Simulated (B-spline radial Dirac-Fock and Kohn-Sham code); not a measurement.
ΔSCF core binding energies without Breit or QED terms, calculated with an atomic code on a B-spline grid.

A sound run for neutral iron in the configuration [Ar] 3d6 4s2: The ground state converged in 12 iterations, with total energy -1271.39205 Ha, virial ratio 1.98564 and highest orbital energy -7.18 eV. ΔSCF binding energies: K (1s) 7135.5 eV, L3 (2p3/2) 722.9 eV. Holes are computed only in closed shells, and unreliable hole states are left out.

A second run, with one unsound setting: The ground state converged in 12 iterations, with total energy -1240.39067 Ha, virial ratio 1.88795 and highest orbital energy -6.18 eV. ΔSCF binding energies: K (1s) 7067.5 eV, L3 (2p3/2) 741.0 eV. Holes are computed only in closed shells, and unreliable hole states are left out.

```
iter   energy (Ha)        error
   1    -1220.79985978  2.86e+00
   2    -1234.13224682  1.54e+00
   3    -1239.68974867  4.20e-01
   4    -1240.25512646  1.06e-01
   5    -1240.37356203  6.73e-02
   6    -1240.38904719  1.18e-02
   7    -1240.39048491  3.55e-03
   8    -1240.39066135  4.19e-04
   9    -1240.39066707  9.02e-05
  12    -1240.39066725  6.61e-08
```

Question: Which fault fits the second run best?
A. unbound anion
B. mesh too coarse
C. functional not served
D. tolerance below the noise

Answer: B. The input had h = 1.3: h is too large to resolve the orbitals.
